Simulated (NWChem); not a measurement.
Si$_{2}$H$_{5}$O$_{2}$F; SMILES O[SiH](O)[SiH2]F

```xyz
10

O      1.5548     1.1272    -0.5498
Si     0.1588     0.7774     0.2875
O     -1.1243     1.7310    -0.1736
Si    -0.5511    -1.3681    -0.3078
F      0.5595    -2.4430     0.2261
H      2.2366     1.6230    -0.0883
H      0.4453     0.9518     1.7498
H     -1.0865     2.6742     0.0118
H     -0.6708    -1.5171    -1.7877
H     -1.8561    -1.7137     0.3293
```
Atoms are numbered in this order, from 1.

Program: NWChem. The geometry was optimised at PBE0/def2-SVP. Level: PBE0/def2-SVP with SMD (1 M gas to 1 M solution), gas-phase geometry. Reactions with the solvent are ignored.

For solvent water:

| Quantity | Value |
|---|---|
| solvation free energy (kcal/mol) | -7.5 |
| cavity-dispersion-structure term (kcal/mol) | 3.8 |
| dipole in solution (D) | 4.09 |

### Question
What are these values for solvent toluene?

### Answer
* **solvation free energy (kcal/mol)**: -4.3
* **cavity-dispersion-structure term (kcal/mol)**: -1.1
* **dipole in solution (D)**: 3.62
